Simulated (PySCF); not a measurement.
PySCF input for C3H8O2Si, SMILES C[C@H]1OC[Si@@H]1O, B3LYP-D3(BJ)/def2-SVP. Geometry optimised at B3LYP-D3(BJ)/def2-SVP. The structure was generated by enumeration; whether it is a known compound was not checked. Other conformers were not sampled.

```python
import numpy as np
from pyscf import gto, scf, dft, df
from pyscf.hessian import thermo

mol = gto.M(
    atom='''
    C     2.16087796    0.61737906    0.62605816
    C     0.98454151    0.29028990   -0.27084766
    O     0.93329140   -1.13347312   -0.56919574
    C    -0.47774410   -1.44157741   -0.61882415
    Si   -0.80139189    0.14054502    0.38773757
    O    -2.01824662    1.22194472    0.02924860
    H     2.20421997    1.70100244    0.82191795
    H     2.08626089    0.09149817    1.59091459
    H     3.10945055    0.31778545    0.15055987
    H     1.05942697    0.86870992   -1.21609346
    H    -0.86295113   -1.44349777   -1.65883839
    H    -0.67354982   -2.43380765   -0.18064650
    H    -0.89478065   -0.05171117    1.85832982
    H    -2.13500068    1.47806833   -0.89321066
    ''',
    basis='def2-SVP',
    charge=0,
    spin=0,
    max_memory=1600,
    verbose=3,
)
mf = dft.RKS(mol, xc='b3lyp').density_fit(auxbasis='def2-universal-jkfit')
mf.disp = 'd3bj'
mf.grids.level = 3
mf.conv_tol = 1e-11
mf.max_cycle = 100
mf.kernel()

# [left out here: the lines that compute and print the analytic Hessian (its translational invariance restored by hand, since the grid's response is missing), thermochemistry and intensities]
```

Program output:

```
converged SCF energy = -558.819068752047

WARN: DFTD3 does not support analytical Hessian, using finite difference


WARN: Mole.unit (angstrom) is changed to Bohr

Mode                                 0                   1                   2
Irrep
Freq [cm^-1]                       72.5234            171.4231            188.4868
Reduced mass [au]                   3.3654              2.2908              2.8883
Force const [Dyne/A]                0.0104              0.0397              0.0605
Char temp [K]                     104.3451            246.6397            271.1906
Normal mode                   x     y     z       x     y     z       x     y     z
       0   C                 0.00 -0.07  0.04    0.00 -0.06  0.05    0.12 -0.04 -0.06
       1   C                -0.01  0.03  0.01    0.05  0.01 -0.05    0.01  0.01  0.07
       2   O                -0.00  0.06 -0.14   -0.00 -0.00  0.01   -0.01  0.02  0.05
       3   C                 0.01 -0.02  0.10   -0.01  0.03  0.01   -0.01  0.07 -0.04
       4  Si                 0.00  0.02  0.04    0.04  0.06 -0.04   -0.02  0.01  0.04
       5   O                -0.00 -0.03 -0.08   -0.10 -0.06  0.05   -0.05 -0.06 -0.07
       6   H                 0.01 -0.09  0.15    0.15 -0.05 -0.07    0.22 -0.04 -0.08
       7   H                 0.01 -0.17 -0.02   -0.18  0.05  0.10    0.21 -0.03 -0.05
       8   H                -0.00 -0.02 -0.00    0.01 -0.26  0.18    0.04 -0.11 -0.18
       9   H                -0.01  0.13  0.07    0.16 -0.03 -0.06   -0.06  0.02  0.07
      10   H                -0.15 -0.12  0.16   -0.00 -0.00  0.01    0.03  0.21 -0.06
      11   H                 0.12 -0.00  0.19   -0.03  0.05  0.04   -0.06  0.03 -0.17
      12   H                -0.04  0.14  0.06    0.18  0.11 -0.03   -0.12 -0.00  0.04
      13   H                 0.02 -0.11 -0.11   -0.32 -0.21  0.04   -0.04 -0.15 -0.10
Mode                                 3                   4                   5
Irrep
[...]
      11   H                 0.15  0.01  0.02    0.19 -0.05 -0.04   -0.59  0.03 -0.02
      12   H                 0.01  0.06  0.01    0.03 -0.00  0.01   -0.00  0.03  0.02
      13   H                -0.02  0.01 -0.00    0.00 -0.01  0.00   -0.02  0.02  0.00
Mode                                21                  22                  23
Irrep
Freq [cm^-1]                     1225.1723           1252.4553           1336.9726
Reduced mass [au]                   1.3934              1.5221              1.2930
Force const [Dyne/A]                1.2323              1.4068              1.3617
Char temp [K]                    1762.7502           1802.0044           1923.6060
Normal mode                   x     y     z       x     y     z       x     y     z
       0   C                -0.03  0.00  0.01    0.04 -0.02 -0.02   -0.02 -0.03  0.05
       1   C                 0.08  0.01 -0.03   -0.11  0.03  0.04    0.10  0.06  0.03
       2   O                -0.03 -0.06 -0.00    0.02 -0.02 -0.03    0.00  0.02 -0.02
       3   C                -0.04  0.07  0.05   -0.05  0.07  0.04   -0.01 -0.01  0.01
       4  Si                -0.01 -0.01 -0.00    0.02 -0.01  0.00   -0.01  0.00 -0.00
       5   O                 0.00  0.00  0.00   -0.01  0.01 -0.00    0.00 -0.00  0.00
       6   H                 0.05  0.01 -0.06   -0.10 -0.02  0.06   -0.08  0.01 -0.20
       7   H                 0.06 -0.04 -0.00   -0.08  0.09  0.03    0.03 -0.04  0.05
       8   H                -0.07 -0.01 -0.07    0.12  0.04  0.10   -0.13  0.05 -0.21
       9   H                -0.25  0.40  0.17    0.31 -0.41 -0.18   -0.48 -0.52 -0.36
      10   H                 0.41 -0.24 -0.11    0.29 -0.22 -0.09    0.00 -0.06 -0.00
      11   H                 0.34 -0.12 -0.21    0.30 -0.10 -0.18   -0.05 -0.04 -0.06
      12   H                 0.04  0.05  0.00   -0.04  0.01 -0.01    0.02  0.01  0.01
      13   H                 0.01  0.00 -0.00   -0.01  0.01 -0.00    0.01 -0.00  0.00
Mode                                24                  25                  26
Irrep
Freq [cm^-1]                     1390.8240           1450.2885           1458.7696
Reduced mass [au]                   1.3094              1.0481              1.0845
Force const [Dyne/A]                1.4923              1.2989              1.3597
Char temp [K]                    2001.0861           2086.6422           2098.8447
Normal mode                   x     y     z       x     y     z       x     y     z
       0   C                 0.11  0.04  0.07   -0.02  0.00  0.04    0.00 -0.01  0.00
       1   C                -0.04 -0.01 -0.02   -0.03 -0.00  0.01    0.01  0.01  0.01
       2   O                 0.00 -0.01  0.00    0.00 -0.00 -0.00   -0.00 -0.01 -0.01
       3   C                 0.00  0.00 -0.00   -0.00  0.00 -0.00   -0.05 -0.05 -0.02
       4  Si                 0.00 -0.00  0.00    0.00 -0.00 -0.00   -0.00  0.00 -0.00
       5   O                 0.00  0.00 -0.00   -0.00  0.00 -0.00    0.00 -0.00  0.00
       6   H                -0.50  0.11 -0.23    0.34  0.10 -0.59    0.02 -0.01  0.02
       7   H                -0.33 -0.24 -0.13   -0.12 -0.46 -0.23   -0.06  0.06  0.03
       8   H                -0.20 -0.31 -0.31    0.17  0.37  0.16   -0.01  0.06 -0.07
       9   H                 0.06  0.09  0.04    0.09 -0.01  0.02   -0.03 -0.04 -0.03
      10   H                 0.01  0.01 -0.00    0.01  0.02 -0.00    0.32  0.57 -0.13
      11   H                 0.02  0.01  0.02    0.02  0.00  0.02    0.41  0.13  0.52
      12   H                -0.00  0.00  0.00   -0.01  0.00 -0.00   -0.00  0.01  0.00
      13   H                -0.00  0.00  0.00   -0.00 -0.00 -0.00    0.00 -0.01 -0.00
Mode                                27                  28                  29
Irrep
Freq [cm^-1]                     1476.7191           2246.4513           2956.9545
Reduced mass [au]                   1.0495              1.0425              1.0828
Force const [Dyne/A]                1.3484              3.0998              5.5782
Char temp [K]                    2124.6700           3232.1433           4254.3992
Normal mode                   x     y     z       x     y     z       x     y     z
       0   C                 0.03 -0.04  0.01   -0.00  0.00 -0.00    0.00  0.00 -0.00
       1   C                 0.00 -0.03 -0.00    0.00 -0.00  0.00   -0.00 -0.04  0.07
       2   O                -0.00  0.01  0.00   -0.00  0.00  0.00   -0.00 -0.00 -0.00
       3   C                 0.01  0.01  0.00    0.00 -0.00 -0.00   -0.00 -0.00 -0.01
       4  Si                 0.00 -0.00  0.00   -0.00 -0.00  0.03    0.00 -0.00  0.00
       5   O                 0.00  0.00 -0.00    0.00 -0.00 -0.00   -0.00  0.00  0.00
       6   H                 0.26 -0.06  0.12   -0.00  0.00 -0.00    0.00 -0.03 -0.01
       7   H                -0.57  0.29  0.13   -0.01 -0.00  0.00   -0.00 -0.01  0.03
       8   H                -0.07  0.45 -0.46   -0.00  0.00 -0.00   -0.04  0.01  0.02
       9   H                 0.04  0.06  0.05   -0.01  0.00  0.00    0.07  0.48 -0.82
      10   H                -0.04 -0.07  0.02   -0.00  0.01  0.00    0.03 -0.00  0.11
      11   H                -0.06 -0.01 -0.06   -0.00 -0.00  0.01    0.01  0.04 -0.02
      12   H                 0.00 -0.00  0.01    0.06  0.13 -0.97    0.00  0.00 -0.00
      13   H                -0.00  0.00  0.00   -0.00 -0.00  0.00   -0.00 -0.00 -0.00
Mode                                30                  31                  32
Irrep
Freq [cm^-1]                     2982.2111           3024.1872           3083.7730
Reduced mass [au]                   1.0690              1.0359              1.0955
Force const [Dyne/A]                5.6013              5.5821              6.1378
Char temp [K]                    4290.7379           4351.1321           4436.8627
Normal mode                   x     y     z       x     y     z       x     y     z
       0   C                -0.00 -0.00  0.00    0.04  0.01  0.02   -0.00  0.00  0.00
       1   C                 0.00  0.01 -0.01   -0.00  0.00 -0.00   -0.00 -0.00  0.00
       2   O                -0.00 -0.00  0.00    0.00  0.00  0.00    0.00 -0.00  0.00
       3   C                -0.03 -0.02 -0.06   -0.00  0.00 -0.00    0.01  0.07 -0.05
       4  Si                -0.00  0.00  0.00   -0.00 -0.00  0.00    0.00 -0.00 -0.00
       5   O                 0.00 -0.00 -0.00    0.00 -0.00 -0.00   -0.00 -0.00  0.00
       6   H                -0.00  0.01  0.00   -0.01 -0.54 -0.09    0.00  0.00  0.00
       7   H                 0.00 -0.00  0.00    0.05  0.26 -0.47   -0.00 -0.00  0.00
       8   H                 0.01 -0.00 -0.01   -0.52  0.17  0.27    0.01 -0.00 -0.00
       9   H                -0.01 -0.07  0.10   -0.00 -0.01  0.03    0.00  0.01 -0.01
      10   H                 0.30 -0.01  0.87    0.01 -0.00  0.01    0.07  0.02  0.21
      11   H                 0.04  0.20 -0.12   -0.00 -0.00  0.00   -0.15 -0.83  0.37
      12   H                -0.00  0.00  0.00    0.00  0.00 -0.00   -0.00 -0.00  0.00
      13   H                 0.00 -0.00  0.00   -0.00 -0.00  0.00    0.00 -0.00 -0.00
Mode                                33                  34                  35
Irrep
Freq [cm^-1]                     3104.6821           3115.4943           3872.6011
Reduced mass [au]                   1.1038              1.1041              1.0670
Force const [Dyne/A]                6.2686              6.3141              9.4279
Char temp [K]                    4466.9463           4482.5026           5571.8108
Normal mode                   x     y     z       x     y     z       x     y     z
       0   C                 0.05 -0.03 -0.06    0.01  0.08 -0.04   -0.00  0.00  0.00
       1   C                 0.00  0.00 -0.00   -0.00  0.00 -0.00    0.00  0.00 -0.00
       2   O                -0.00  0.00  0.00    0.00 -0.00 -0.00   -0.00  0.00  0.00
       3   C                -0.00  0.00 -0.00   -0.00 -0.00 -0.00   -0.00 -0.00 -0.00
       4  Si                -0.00 -0.00 -0.00   -0.00  0.00 -0.00   -0.00  0.00  0.00
       5   O                 0.00  0.00  0.00    0.00 -0.00  0.00    0.01 -0.02  0.06
       6   H                 0.02  0.42  0.07   -0.02 -0.65 -0.12    0.00 -0.00 -0.00
       7   H                -0.02 -0.21  0.36   -0.05 -0.32  0.59   -0.00  0.00 -0.00
       8   H                -0.63  0.20  0.32    0.00  0.01 -0.01   -0.00  0.00 -0.00
       9   H                -0.00 -0.01  0.03   -0.00 -0.02  0.04    0.00 -0.00  0.00
      10   H                 0.00  0.00  0.00    0.00  0.00  0.00    0.00 -0.00  0.00
      11   H                -0.00 -0.00  0.00    0.00  0.00 -0.00   -0.00  0.00  0.00
      12   H                -0.00  0.00  0.00   -0.00 -0.00  0.00    0.00 -0.00 -0.00
      13   H                 0.00 -0.00  0.00    0.00  0.00  0.00   -0.13  0.27 -0.92
temperature 298.1500 [K]
pressure 101325.00 [Pa]
Rotational constants [GHz] 4.40051 2.30921 1.70230
Symmetry number 1
Zero-point energy (ZPE) 0.10882 [Eh]   285704.322 [J/mol]
                           tot       elec      trans        rot        vib
Entropy [J/mol/K]       354.170      0.000    166.691    114.312     73.168
Cv [J/mol/K]            115.024      0.000     12.472     12.472     90.080
Cp [J/mol/K]            123.338      0.000     20.786     12.472     90.080
Internal energy [J/mol]                      3718.434   3718.434 298252.327
Internal energy [Eh]   -558.70264  -558.81907
Enthalpy [J/mol]                             6197.391   3718.434 298252.327
Enthalpy [Eh]          -558.70169
Gibbs free energy [J/mol]                  -43501.469 -30363.554 276437.309
Gibbs free energy [Eh] -558.74191
mode   freq/cm-1   IR/(km/mol)
   1       72.52         7.484
   2      171.42         5.145
   3      188.49         1.663
   4      233.67         1.763
   5      279.28        20.112
   6      329.75       117.017
   7      418.80         6.209
   8      449.37         4.269
   9      649.43        39.214
  10      667.66        14.209
  11      705.14        66.500
  12      781.00        22.825
  13      829.35        94.160
  14      846.60        18.699
  15      879.47       158.273
  16      914.39       127.692
  17      984.82         3.205
  18     1009.73       128.377
  19     1070.70        47.589
  20     1131.37         0.353
  21     1175.52         5.571
  22     1225.17         2.150
  23     1252.46         2.110
  24     1336.97         4.908
  25     1390.82         3.964
  26     1450.29         4.919
  27     1458.77         1.822
  28     1476.72         3.453
  29     2246.45       131.141
  30     2956.95        51.703
  31     2982.21        65.071
  32     3024.19        22.327
  33     3083.77        22.009
  34     3104.68        18.595
  35     3115.49        20.255
  36     3872.60        92.589
max |gradient| / (hartree/bohr): 3.808271867511079e-05
APT charges: [ 0.0484  0.1994 -0.7381  0.1419  1.4214 -0.8743 -0.0103 -0.0122 -0.0266
 -0.0946 -0.0727 -0.022  -0.2726  0.3122]
```

The run converged.

Cost: around 6 core-minutes (rough).
